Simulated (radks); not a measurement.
Values are calculated unless marked as measured or tabulated.
Coulomb parameter of the 4d shell of the niobium ion Nb2+ in the model configuration [Kr] 4d2 5s1, as a second difference U = [E(n + 0.5) + E(n - 0.5) - 2 E(n)] / (0.5)^2 with all orbitals relaxed. "Bare": the charge of the atom changes with n. "Screened": the 5s shell takes up the change at fixed total charge, which measures U(4d,4d) + U(5s,5s) - 2 U(4d,5s). Code: a radial shooting solver on a logarithmic mesh with Libxc functionals. Model: Dirac Kohn-Sham, PBE, spin-unpolarised, spherical densities, finite nucleus; open shells are shared between the two j in proportion to 2j + 1; Fermi nuclear charge, rms radius 4.324 fm.

\begin{tabular}{lrr}
case & configuration & E - E(n) (eV) \\ \hline
start & [Kr] 4d2 5s1 & 0.000 \\
bare +0.5 & [Kr] 4d2.5 5s1 & -9.533 \\
bare -0.5 & [Kr] 4d1.5 5s1 & 12.338 \\
screened +0.5 & [Kr] 4d2.5 5s0.5 & -1.559 \\
screened -0.5 & [Kr] 4d1.5 5s1.5 & 1.889 \\
\end{tabular}

U(bare) = 11.219 eV, U(screened by 5s) = 1.320 eV.
